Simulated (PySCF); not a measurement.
HP₂, charge +1. Atoms are numbered in the order given.

```xyz
3

P      0.0000     0.0000     1.0114
P      0.0000     0.0000    -0.8598
H      0.0000     0.0000    -2.2751
```
Charge +1, spin multiplicity 1.

Geometry: TPSSh-D3(BJ)/def2-TZVPD. The isomer is the one that the SMILES or the coordinates give; other isomers of the formula were not compared.

All values below come from PySCF with PBE/def2-TZVPD.

Isolated molecule, no solvent.

```
Quantity                                                           Value
------------------------------------------------  ----------------------
total energy                                          -682.64175 hartree
point group                                                          C∞v
highest occupied level                                         -14.02 eV
lowest empty level                                             -10.21 eV
orbital gap                                                      3.81 eV
dipole moment about the centre of nuclear charge                  1.64 D
mean static polarisability                          41.2 bohr³ (6.10 Å³)
polarisability, principal values                  31.1, 31.1, 61.3 bohr³
```
